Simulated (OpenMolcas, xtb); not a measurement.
AlClF2 (SMILES [F][Al]([F])[Cl]): methods side by side

AlClF2: 4 atoms, total charge 0, spin state singlet. SMILES: `[F][Al]([F])[Cl]`. The coordinates come from a PBE0-D4/def2-TZVP relaxation.

Each level gives the vertical energy of the triplet above the singlet (eV). The values are calculated.

```
           level            kind     program  value (eV)  CPU time (all runs)
        GFN1-xTB  semi-empirical         xtb        5.31            under 2 s
    HF/def2-SVPD    Hartree–Fock  OpenMolcas        7.20                 25 s
 SVWN5/def2-SVPD             LDA  OpenMolcas        6.91              1.9 min
  BLYP/def2-SVPD             GGA  OpenMolcas           ?                 75 s
   PBE/def2-SVPD             GGA  OpenMolcas        6.52                 87 s
revPBE/def2-SVPD             GGA  OpenMolcas           ?                 84 s
  TPSS/def2-SVPD        meta-GGA  OpenMolcas        6.71              1.8 min
 B3LYP/def2-SVPD   global hybrid  OpenMolcas        7.02                 62 s
```

Problem. Estimate the missing values from the other rows.

Solution. As computed at these levels: BLYP/def2-SVPD: 6.49 eV; revPBE/def2-SVPD: 6.54 eV. The values span 5.31 to 7.20 eV. The xTB rows lack spin polarisation, so open shells miss the exchange term that lowers them. Times are those of the runs behind each value, whatever else they computed, on shared processors of several kinds: orders of magnitude only.
